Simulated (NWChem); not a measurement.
A calculation on Ga (+1)

```xyz
1

Ga     0.0000     0.0000     0.0000
```
Charge +1, spin multiplicity 1.

Program: NWChem.

The Hamiltonian is non-relativistic. The stability of the SCF solutions was not checked.

Worked example. At BP86/def2-TZVP the parent has a total energy of -1924.84585 Ha and the doublet with one electron less, at the same geometry, -1924.09028 Ha. The vertical ionisation energy is their difference.

ΔE = -1924.09028 − (-1924.84585) = 0.75557 Ha. Times 27.2114 eV/Ha this is 20.56 eV, or 1984 kJ/mol; λ = 1239.84/20.56 = 60.3 nm. No relaxation of the ion's geometry and no zero-point term enter.
